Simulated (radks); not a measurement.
Spin polarisation of the 4d1 shell in Zr3+. Start: [Kr] 4d(up 0.5, down 0.5); electrons of 4d are moved from spin down to spin up, other shells keep equal spins. Calculated with a radial shooting solver on a logarithmic mesh with Libxc functionals: non-relativistic Kohn-Sham, PBEsol, spin-polarised, spherical densities, point nucleus.

| moment (Bohr magnetons) | E - E(0) (eV) | e(4d up) (eV) | e(4d down) (eV) | 4p down minus up (eV) | 4s down minus up (eV) | 3d down minus up (eV) |
|---|---|---|---|---|---|---|
| 0 | 0.000 | -28.550 | -28.550 | 0.000 | 0.000 | 0.000 |
| 0.25 | -0.014 | -28.659 | -28.436 | 0.192 | 0.172 | 0.026 |
| 0.5 | -0.056 | -28.765 | -28.318 | 0.385 | 0.343 | 0.051 |
| 0.75 | -0.126 | -28.867 | -28.194 | 0.578 | 0.515 | 0.077 |
| 1 | -0.224 | -28.965 | -28.060 | 0.771 | 0.688 | 0.102 |

At moment 1 the spin-polarisation energy is -0.224 eV and the 4d exchange splitting 0.905 eV, that is 0.905 eV per Bohr magneton; E = -I m^2/4 would give I = 0.897 eV.
